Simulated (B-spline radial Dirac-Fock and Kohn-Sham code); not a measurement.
Relativistic shifts of the levels of Br⁺

System: the Br⁺ ion, configuration [Ar] 3d10 4s2 4p4.

Both columns are ΔSCF binding energies of the configuration average from a radial atomic solver: non-relativistic Hartree-Fock with a point nucleus, and Dirac-Fock with a finite nucleus and the Coulomb interaction alone, averaged over the two j levels with weights 2j+1.

```
shell  Hartree-Fock (eV)  Dirac-Fock (eV)  shift (eV)  shift (%)
   1s            13295.5          13524.4     +228.91      +1.72
   2s             1759.8           1811.7      +51.83      +2.95
   3s              272.3            281.0       +8.72      +3.20
   3d              91.03            89.27       -1.76      -1.93
   4s              35.85            36.67       +0.82      +2.28
   4p              21.80            21.80       +0.01      +0.03
```

Relativity binds 1s, 2s, 3s, 4s, 4p more strongly, among those listed most of all 3s in relative terms, and 3d more weakly, because the contracted s and p shells screen the nucleus better.

Values without a named source are computed, but for edge energies of neutral atoms, which are taken from tables.
